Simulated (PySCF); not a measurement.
Spectra and structures to be paired. Level of theory: TDDFT CAM-B3LYP/def2-SVPD, vertical, gas phase, core orbitals frozen in the response (PySCF). Geometries: GFN2-xTB; one conformer of each isolated species. Triplets are in the Tamm–Dancoff approximation.

A. `C1=CC=C(C(C1=O)=O)N=C`
B. `CN([SiH3])CCC`
C. `FC(F)/C=C\CN[SiH3]`
D. `O=C1C=C([SiH2]F)C1`

Lowest singlet levels (six at most, fewer where fewer were computed) with oscillator strengths:

1. 215 nm (f 0.003); 192 nm (f 0.031); 190 nm (f 0.004); 181 nm (f 0.002); 177 nm (f 0.027); 174 nm (f 0.006); T1 5.58 eV
2. 601 nm (f 0.021); 511 nm (f 0.056); 342 nm (f 0.001); 312 nm (f 0.028); 266 nm (f 0.005); 230 nm (f 0.015); T1 1.17 eV
3. 327 nm (f 0.000); 220 nm (f 0.230); 202 nm (f 0.004); 186 nm (f 0.001); 177 nm (f 0.006); 174 nm (f 0.037); T1 3.36 eV
4. 209 nm (f 0.022); 203 nm (f 0.010); 173 nm (f 0.006); 172 nm (f 0.007); 170 nm (f 0.190); 167 nm (f 0.184); T1 4.32 eV

Task: Match each spectrum to its molecule.

Result: 1 = B, 2 = A, 3 = D, 4 = C.
- A: S1 at 2.06 eV, HOMO→LUMO (48%), HOMO-1→LUMO (47%); Löwdin shares by element: HOMO carbon 45% or more, nitrogen 22% (atoms not listed hold the other 33%); LUMO oxygen 31%, carbon 25% or more (atoms not listed hold the other 44%); HOMO -7.84 and LUMO -2.75 eV.
- B: S1 at 5.76 eV, HOMO→LUMO (67%), HOMO→LUMO+1 (27%); Löwdin shares by element: HOMO nitrogen 52%, carbon 16% or more, silicon 8% (atoms not listed hold the other 24%); LUMO silicon 26%, carbon 25% or more (atoms not listed hold the other 49%); HOMO -7.59 and LUMO 1.21 eV.
- C: S1 at 5.94 eV, HOMO→LUMO (94%); Löwdin shares by element: HOMO nitrogen 50%, carbon 9% or more, silicon 8%, hydrogen 6% or more (atoms not listed hold the other 27%); LUMO carbon 73% (atoms not listed hold the other 27%); HOMO -8.46 and LUMO 0.67 eV.
- D: S1 at 3.79 eV, HOMO→LUMO (93%); Löwdin shares by element: HOMO oxygen 56%, carbon 38% or more; LUMO carbon 64% or more, oxygen 16% (atoms not listed hold the other 21%); HOMO -9.04 and LUMO -1.04 eV; point group Cs, 1 of its 6 listed states under f = 0.0005.
